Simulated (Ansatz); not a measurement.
The first iterations of a band of AlCl$_{2}$FH (5 atoms, charge 0, multiplicity 2).

All numbers below come from UKS PBE-D4/def2-SVP in Ansatz.

| Property | Result |
| --- | --- |
| movable images | 5 |
| climbing image | yes |
| spring | 5.0 eV/Å² |
| optimiser | quadratic models (default) |
| start path | straight line |
| force threshold | 0.05 eV/Å |
| iteration limit | 60 |
| end points | relaxed |

Image 0:

```xyz
5
Properties=species:S:1:pos:R:3
Al -0.121 0.000 0.750
Cl 1.578 0.000 2.440
H 0.905 0.000 -0.452
Cl -2.085 0.000 -0.193
F -0.858 0.000 2.321
```

Image 6:

```xyz
5
Properties=species:S:1:pos:R:3
Al -0.168 -0.003 1.259
Cl 1.469 -1.131 1.937
H 0.394 0.812 -0.238
Cl -1.338 -0.729 -0.397
F -0.938 1.049 2.305
```

| iteration | highest image above the first end (eV) | largest band force component (eV/Å) |
| --- | --- | --- |
| 1 | 0.071 | 2.698 |
| 2 | 0.000 | 1.262 |
| 3 | 0.000 | 0.435 |
| 4 | 0.000 | 0.459 |
| 5 | 0.000 | 0.237 |
| 6 | 0.000 | 0.226 |
| 7 | 0.000 | 0.221 |

Task: Does the band converge within its limit, and where does its top end?

Result: The forces met the threshold. It ended after 23 iterations with the highest image 0.000 eV above the first end. The highest image is an end point: on this band no image between the ends rises above it. Between wells the path still climbs a hump at image 5, 0.03 eV above the well before it.

Time of the run: 3.3 min on 2 threads of Arm Neoverse V2, with other jobs on the host, peak memory 0.16 GiB.
